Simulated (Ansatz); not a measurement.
```yaml
crystal:
  periodic: [false, false, false]
  atoms:
    - {symbol: N, position_ang: [-1.053210, 0.006584, -0.745168]}
    - {symbol: Sn, position_ang: [0.608289, 0.043118, 0.375352]}
    - {symbol: Br, position_ang: [0.666640, -2.089298, 1.652003]}
    - {symbol: H, position_ang: [-1.757551, 0.692897, -0.518800]}
    - {symbol: H, position_ang: [-0.915986, -0.027697, -1.744324]}
    - {symbol: D, position_ang: [0.516171, 1.277187, 1.542328]}
    - {symbol: H, position_ang: [1.996946, 0.029209, -0.606992]}
basis:
  gaussian: {orbitals: def2-TZVP}
hamiltonian: {xc: {name: B2PLYP}}
```

```sh
$ ansatz run in.yaml --threads 2 --pin off --events-out ev --progress --plain --max-ram 4352MiB
```

Shortened log:

```
Error: YAML parse error: error: line 9 column 16: `D` is not an element symbol (H … Og, case-exact)
 7 |     - {symbol: H, position_ang: [-1.757551, 0.692897, -0.518800]}
 8 |     - {symbol: H, position_ang: [-0.915986, -0.027697, -1.744324]}
 9 |     - {symbol: D, position_ang: [0.516171, 1.277187, 1.542328]}
10 |     - {symbol: H, position_ang: [1.996946, 0.029209, -0.606992]}
11 | basis:
```

(1) What is wrong with this run?

## Answers

(1) An element symbol is wrong. The program refused the input.
